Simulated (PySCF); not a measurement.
A calculated (B3LYP, PySCF 2.14, cc-pVDZ, no relativity, point nucleus) atom or ion has these occupied shells.

| shell | electrons | orbital energy (eV) | rms radius, mean of both spins (bohr) |
| --- | --- | --- | --- |
| 1s α | 1 | -55.321 | 0.675 |
| 1s β | 1 | -55.123 | 0.675 |
| 2s α | 1 | -3.667 | 4.14 |

Task: Name the element and its charge.

Result: Li (lithium, neutral), in [He] 2s1, 2S determinant.
